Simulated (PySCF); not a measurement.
# In²⁺ (indium, charge +2) across methods

[Kr] 4d10 5s1, 2S determinant. Computed with PySCF 2.14 in def2-TZVPPD with the def2 core potential (28 electrons) (7s5p4d2f, 56 functions), with scalar relativity through the core potential.

```tsv
method	E (hartree)	mean ε 4d α (eV)	mean ε 4d β (eV)	mean ε 5s α (eV)	Σ⟨r²⟩ (bohr²)	⟨S²⟩
PBE0	-189.2195	-38.978	-38.705	-25.047	29.82	0.751
r2SCAN	-189.2814	-37.023	-36.703	-24.501	29.72	0.751
PBE	-189.2118	-36.504	-36.213	-24.240	29.88	0.750
M06-L	-189.3714	-36.838	-36.595	-23.767	29.58	0.751
UHF	-188.39328	-45.293	-45.073	-26.769	29.92	0.751
LDA	-188.8696	-36.668	-36.403	-24.661	29.95	0.750
MN15	-188.8019	-39.581	-39.335	-25.768	30.08	0.750
revPBE	-189.2729	-36.441	-36.149	-24.118	29.86	0.751
PBEsol	-188.9854	-36.468	-36.176	-24.334	29.89	0.751
```

Energies and moments cover only the electrons outside the core potential.
